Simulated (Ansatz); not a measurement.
Job for Ansatz (a quantum-chemistry and plane-wave program): U-PBE/def2-TZVPP on GaS, 2S+1 = 2, a spin state set in the input, which need not be the lowest, a point of a bond scan (R = 2.079 Å).

Ansatz 0.2 input:
```yaml
crystal:
  periodic: [false, false, false]
  atoms:
    - {symbol: S, position_ang: [0.00000000, 0.00000000, 0.00000000]}
    - {symbol: Ga, position_ang: [0.00000000, 0.00000000, 2.07872200]}
basis:
  gaussian:
    orbitals: def2-TZVPP
    pivot_positions_ang: [[0.00000000, 0.00000000, 0.00000000], [0.00000000, 0.00000000, 2.07872200]]
hamiltonian:
  xc: {name: PBE}
magnetization: {spin_polarized: true, initial_magnetization: 1}
output: {forces: true, orbitals: {seedname: ./end}}
```

The head of its log:

```
WARN ansatz: RAYON_NUM_THREADS=1 ignored (pool sized by the plan → 1); use --threads N
Functional definition: PBE
integrals: 0.02 GiB planned
652 factors; their error is unknown
mean field: 0.24 GiB planned
mean field evaluation 1: about -63196.6101 eV, gradient 3.1e1 eV
mean field evaluation 2: about -63118.7189 eV, gradient 9.8e1 eV
```

**Question.** Give the final energy of this run.

**Answer.** -2322.5991 hartree.
